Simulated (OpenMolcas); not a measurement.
**Mn2+: effect of the active space**

| Item | Value |
| --- | --- |
| Program | OpenMolcas |
| Method | SS-CASPT2, IPEA 0.25 Eh, imaginary shift 0.1 Eh |
| Basis | ANO-R1 |
| Scalar Hamiltonian | X2C, finite nucleus |
| Spin-orbit coupling | RASSI with atomic mean-field integrals over the reference wave functions, term energies averaged over their components |

A. 5 electrons in 5 orbitals (3d); 2S+1 = 6 even, 1 root; 2S+1 = 4 even, 24 roots; 2S+1 = 2 even, 75 roots; closed shells correlated: 3s 3p; CASPT2 step about 9 core-seconds
B. 5 electrons in 6 orbitals (3d 4s); 2S+1 = 6 even, 6 roots; 2S+1 = 4 even, 59 roots kept (CI in the orbitals of an earlier block); 2S+1 = 2 even, 79 roots kept (CI in the orbitals of an earlier block); closed shells correlated: 3s 3p; CASPT2 step roughly 30 core-seconds

Energies in cm-1 above 3d5 6S 5/2, the measured ground level; measured values from Corliss and Sugar, J. Phys. Chem. Ref. Data 6, 1253 (1977).

| Level | A | B | Measured |
| --- | --- | --- | --- |
| 3d5 6S 5/2 | 0.0 | 0.0 | 0.0 |
| 3d5 4G 5/2 | 28940 | 28420 |  |
| 3d5 4G 7/2 | 28960 | 28440 | 26860 |
| 3d5 4G 11/2 | 28970 | 28450 |  |
| 3d5 4G 9/2 | 28970 | 28460 |  |
| 3d5 4P 5/2 | 31230 | 30390 | 29168 |
| 3d5 4P 3/2 | 31270 | 30440 |  |
| 3d5 4P 1/2 | 31300 | 30490 |  |
| 3d5 4D 7/2 | 34750 | 33700 | 32307 |
| 3d5 4D 1/2 | 34800 | 33760 | 32369 |
| 3d5 4D 3/2 | 34820 | 33790 |  |
| 3d5 4D 5/2 | 34830 | 33800 | 32384 |
| 3d5 2I 11/2 | 42400 | 41920 | 39174 |
| 3d5 2I 13/2 | 42440 | 41980 | 39176 |
| 3d5 2D 5/2(1) | 44290 | 43090 | 41238 |
| 3d5 2D 3/2(1) | 44630 | 43490 | 41570 |
| 3d5 2F 7/2(1) | 45860 | 44740 | 42606 |
| 3d5 2F 5/2(1) [71 %] | 46280 | 45230 | 43105 |
| 3d5 4F 9/2 | 47220 | 45590 | 43573 |
| 3d5 4F 7/2 | 47250 | 45620 | 43602 |
| 3d5 4F 5/2 | 47290 | 45710 | 43669 |
| 3d5 4F 3/2 | 47330 | 45730 | 43675 |
| 3d5 2H 9/2 | 50390 | 49200 | 46516 |
| 3d5 2H 11/2 | 50560 | 49440 | 46671 |

Deviations, from unrounded energies. A percentage is the sum of absolute deviations over the sum of measured energies, with the sign that they share, or ± where signs differ.

```csv
Against measurement,Levels,A,B
mean absolute deviation (cm-1),17,3100,2000
other terms of the ground configuration (%),17,+7.9,+5.1
```

B lies closest to measurement on these levels. The largest miss of B in the table is 3d5 2I 13/2, by +2800 cm-1. The ranking rests on the paired levels alone, and a cruder setting can come out closer through cancelling errors.

The spin-orbit steps hold different terms of 3d5 (B lacks a 2D, a 2G, 2P), which shifts levels as well.

Between A and B the level of the table that moves most is 3d5 4F 9/2, by 1600 cm-1 (lowest in B, highest in A). Moves below CASPT2's spread within the term are not significant.

CASPT2 does not keep the components of a term degenerate, so their means are used; among the terms shown or strongly mixed into the levels shown the widest spread is 210 cm-1 (3d5 2I, B). Over all roots computed the reference weight is 0.88 to 0.95 in B; the roots of lowest weight are the least certain, and an intruder state may touch them. Terms from blocks run as CI alone lack orbitals of their own (holds for B). Measured partners are found by configuration, term and J. A level has none where our copy of the source lacks it or the pairing is in doubt (some pairs that miss far off the trend of their configuration count as doubtful), and it then counts in no deviation. Only configurations of the active space appear. Levels that lie high or do not pair safely by name in every column are left out.

A share in square brackets marks a mixed level and gives the weight of the term that names it, the lowest over the columns. A number in round brackets counts repeated terms of one configuration in the order of the reference energies.
